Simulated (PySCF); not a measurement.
These compounds are isomers of formula C6H9ClSi.

A. SMILES [SiH2](C#CC(=C)CCl)C
B. SMILES C(#C)C/C(Cl)=C(/C)[SiH3]
C. SMILES CC(=C=C)[Si@H](Cl)C=C
D. `CC#C[SiH2]C/C=C/Cl`

Spectrum 1. 1H NMR (500 MHz, computed): δ 5.98 (m, 1H), 5.96 (m, 1H), 4.54 (q, 2H), 4.13 (s, 2H), 0.38 (t, 3H). 13C{1H} NMR (computed): δ 137.1 (C), 135.4 (CH2), 113.4 (C), 100.6 (C), 55.2 (CH2), -4.8 (CH3).

Spectrum 2. 1H NMR (500 MHz, computed): δ 6.56 (m, 1H), 6.38 (m, 1H), 6.07 (m, 1H), 5.56 (m, 1H), 4.70 (s, 2H), 1.89 (s, 3H). 13C{1H} NMR (computed): δ 222.0 (C), 143.4 (CH2), 143.1 (CH), 92.0 (C), 72.1 (CH2), 17.2 (CH3).

Spectrum 3. 1H NMR (500 MHz, computed): δ 6.01 (m, 1H), 6.01 (m, 1H), 4.40 (t, 2H), 2.10 (s, 3H), 1.73 (m, 2H). 13C{1H} NMR (computed): δ 137.0 (CH), 129.0 (CH), 116.2 (C), 80.4 (C), 21.0 (CH2), 6.0 (CH3).

Spectrum 4. 1H NMR (500 MHz, computed): δ 4.27 (s, 3H), 3.23 (d, 2H), 2.18 (s, 3H), 1.55 (t, 1H). 13C{1H} NMR (computed): δ 149.2 (C), 131.2 (C), 84.1 (C), 77.6 (CH), 33.6 (CH2), 26.1 (CH3).

Theoretical values (PySCF 2.14.0 with density-fitted response routines): geometry from GFN2-xTB, GIAO PBE0/pcSseg-1 shieldings. In vacuum, averaged over atoms made equivalent by symmetry, fast rotation or ring inversion, single conformer, relativity neglected.

Referencing at the same level of theory: 1H (σref 31.72), 13C (σref 186.93) vs TMS. Where no couplings were computed, multiplicities follow the n + 1 count of equivalent neighbours, and m marks all less simple cases (inequivalent or close neighbours, rings, F or P nearby). Shifts are as computed. Against solution values, carbons near 30 ppm lie about +3 ppm off and those near 130 ppm about +5 ppm; carbons on Cl a further +6 ppm. Of 1211 compounds with measured shifts, 218 miss one by over three times the rms of a fit or turn the order of signals round; such compounds aren't used in these exercises. Carbons bonded to Cl come out too deshielded.

Problem. Which spectrum belongs to which compound?

Solution. 1–A, 2–C, 3–D, 4–B.

- Spectrum 1 (A): 6 13C signals; δC 137.1 is a fully substituted alkene carbon; δC 135.4 is a terminal =CH2 carbon.
- Spectrum 2 (C): 6 13C signals; δC 222.0 is a central carbon of an allene; δC 143.4 is a terminal =CH2 carbon.
- Spectrum 3 (D): 6 13C signals; δC 137.0 is an alkene CH; δC 129.0 is an alkene CH.
- Spectrum 4 (B): 6 13C signals; δC 149.2 is a fully substituted alkene carbon; δC 131.2 is a fully substituted alkene carbon.
